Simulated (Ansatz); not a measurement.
C3H9BO can be A, `BCC(C)O`, or B, `CBCCO`.

Gas-phase electronic energies from Ansatz, PBE0-D4/def2-TZVP geometries. CCSD(T)/CBS is the MP2 limit (def2-TZVPP, def2-QZVPP) plus CCSD(T) − MP2 in def2-TZVPP, frozen cores. DFT in def2-TZVPP. One conformer a species, not always the lowest.

A:

```xyz
14

B    -1.2224   -0.4743    1.7517
C     0.0887   -0.3080    0.9351
C    -0.0862    0.2738   -0.4531
C     1.2220    0.4877   -1.1885
O    -0.9167   -0.6501   -1.1462
H    -1.2814   -1.2448    2.6673
H    -2.1697    0.2248    1.5284
H     0.6751   -1.2328    0.8859
H     0.6961    0.3814    1.5482
H    -0.6107    1.2372   -0.3612
H     1.7632   -0.4574   -1.2803
H     1.8562    1.2012   -0.6564
H     1.0503    0.8832   -2.1942
H    -1.0643   -0.3220   -2.0368
```

B:

```xyz
14

C     1.5788   -0.3730   -1.1589
B     0.6777    0.8172   -0.7146
C    -0.5676    0.7080    0.2235
C    -0.8872   -0.6366    0.8420
O    -2.1036   -0.6538    1.5631
H     1.4776   -1.2957   -0.5850
H     2.6348   -0.0960   -1.2237
H     1.2869   -0.6016   -2.1961
H     0.9211    1.9065   -1.1646
H    -0.4551    1.4754    1.0064
H    -1.4341    1.0620   -0.3571
H    -1.0032   -1.3942    0.0628
H    -0.0548   -0.9641    1.4818
H    -2.0713    0.0460    2.2203
```

Which is lower in electronic energy at CCSD(T)/CBS, and by how much? (An estimate is asked.)

Ansatz gave: B, by 7.9 kcal/mol.

Give E(B) − E(A) in kcal/mol with B2PLYP, CCSD/def2-TZVPP, PBE0-D4, HF/def2-TZVPP, ωB97M-V, CCSD(T)/def2-TZVPP, MP2/def2-TZVPP. (Estimate.)

Ansatz gave: B2PLYP -8.6, CCSD/def2-TZVPP -7.8, PBE0-D4 -9.5, HF/def2-TZVPP -7.2, ωB97M-V -8.6, CCSD(T)/def2-TZVPP -7.7, MP2/def2-TZVPP -7.6. None reverses the order clearly.

Largest T1 diagnostic: 0.010.
